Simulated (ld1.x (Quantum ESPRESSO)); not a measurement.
## Which change was made? (In, PAW)

```
Element                 : indium
Generator               : ld1.x (Quantum ESPRESSO) 7.5
Type                    : PAW
Functional              : PBE
Relativity              : scalar-relativistic
Frozen core             : [Kr]
Valence charge          : 13
Reference configuration : 4d10 5s2 5p1
Partial waves           : 5s (bound): rcut 1.75, rcutus 2.10 bohr; 5s channel at 0.25 Ry: rcut 1.75, rcutus 2.10 bohr; 5p (bound): rcut 1.85, rcutus 2.10 bohr; 5p channel at 1.05 Ry: rcut 1.85, rcutus 2.10 bohr; 4d (bound): rcut 1.00, rcutus 1.30 bohr; 4d channel at 2.6 Ry: rcut 1.00, rcutus 1.30 bohr
Local potential         : all-electron potential smoothed inside 1.10 bohr (lloc = -1)
Core correction         : Bessel-smoothed model core, default radius (core density twice the valence density)
Augmentation charge     : PSQ, inside the norm-conserving radii
```

Cutoffs, loose and tight: the cutoffs (Ry, on a coarse ladder) from which the occupation-weighted sum of valence levels, in a spherical-Bessel basis at the reference potential, stays within 10 and 1 mRy of its value at 400 Ry. They do not see the model core or the augmentation charge, which bear on the density cutoff. Test errors are all-electron minus pseudo excitation energies from the reference, over the configurations 4d10 5s2 5p0; 4d10 5s1 5p0; 4d10 5s0 5p0; 4d10 5s2 5p1.3; 4d10 5s2 5p0.5; 4d9 5s0 5p0; 4d10 5s1 5p1; variants that change the core or the reference have their own tests.

The base gives: outcome: generated; cutoff, loose: 70 Ry; cutoff, tight: 120 Ry; bound ghosts: s, p; largest test error (meV): -224.

Question: After one change the result is: outcome: generated, overlap not positive; bound ghosts: p (s not tested, overlap not positive); largest test error (meV): -222. Which change was it?
A. all radii but the core radius scaled by about 1.15 (s 2.42, p 2.42, d 1.50 bohr, rcut 2.02/2.14/1.16); local potential all-electron potential smoothed inside 1.26 bohr (lloc = -1)
B. waves 5p (bound): rcut 1.85, rcutus 3.20 bohr; 5p channel at 1.05 Ry: rcut 1.85, rcutus 3.20 bohr
C. waves 5s (bound): rcut 1.75, rcutus 3.04 bohr; 5s channel at 0.25 Ry: rcut 1.75, rcutus 3.04 bohr

Answer: C. The others give: all radii but the core radius scaled by about 1.15 (s 2.42, p 2.42, d 1.50 bohr, rcut 2.02/2.14/1.16); local potential all-electron potential smoothed inside 1.26 bohr (lloc = -1) → outcome: failed: new_paw_hamiltonian: negative rho | waves 5p (bound): rcut 1.85, rcutus 3.20 bohr; 5p channel at 1.05 Ry: rcut 1.85, rcutus 3.20 bohr → outcome: generated; cutoff, loose: 70 Ry; cutoff, tight: 120 Ry; bound ghosts: p, s; largest test error (meV): -234. A file whose overlap is not positive is unfit for use, and its test errors describe a broken file.
